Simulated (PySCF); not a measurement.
**HfCl4: one run**

HfCl4 (singlet). PySCF 2.14.0, RKS PBE0, Hf def2-SVP with ECP60, Cl def2-SVP; non-relativistic Hamiltonian with scalar-relativistic core potentials where named; density fitting; no spin-orbit coupling. Purpose: singlet excitations, Tamm-Dancoff PBE0.

```python
mol = gto.M(atom='''
Hf    -0.00000     0.00000    -0.00000
Cl     1.34633     1.34633     1.34633
Cl    -1.34633    -1.34633     1.34633
Cl     1.34633    -1.34633    -1.34633
Cl    -1.34633     1.34633    -1.34633''',
    basis={'Hf': 'def2-SVP', 'Cl': 'def2-SVP'},
    ecp={'Hf': 'def2-SVP'},
    charge=0, spin=0)
mf = dft.RKS(mol, xc='PBE0')
mf.grids.atom_grid = (50, 194)
mf = mf.density_fit()  # fitting sets: Hf def2-universal-JKFIT, Cl def2-universal-JKFIT
mf.conv_tol = 1e-08; mf.max_cycle = 55
mf.kernel(dm0)  # dm0: converged density of the relaxed state
td = mf.TDA(); td.nstates = 8; td.kernel()
```

Run from Python with OMP_NUM_THREADS=2; the lines above give its settings. Where DIIS fails, smearing, a level shift and second-order steps follow.
It took 28 s on 2 threads of Arm Neoverse V2 (shared host), from an already converged density.

Where do the frontier levels lie, over both spins?

HOMO -9.74 eV, LUMO -2.26 eV. 

What are the Mulliken charges and spins?


```csv
atom,charge (e),spin (e)
Hf1,0.880,0.000
Cl2,-0.220,0.000
Cl3,-0.220,0.000
Cl4,-0.220,0.000
Cl5,-0.220,0.000
```

Which singlet excitations follow (Tamm-Dancoff, 8 states)?


| state | eV | oscillator strength |
| --- | --- | --- |
| 1 | 6.03 | 0.0000 |
| 2 | 6.03 | 0.0000 |
| 3 | 6.03 | 0.0000 |
| 4 | 6.24 | 0.0231 |
| 5 | 6.24 | 0.0231 |
| 6 | 6.24 | 0.0231 |
| 7 | 6.52 | 0.0000 |
| 8 | 6.52 | 0.0000 |
Functionals without range separation put charge-transfer states too low; the basis has no diffuse functions.

The geometry was relaxed with r2SCAN (Hf def2-SVP with ECP60, Cl def2-SVP).
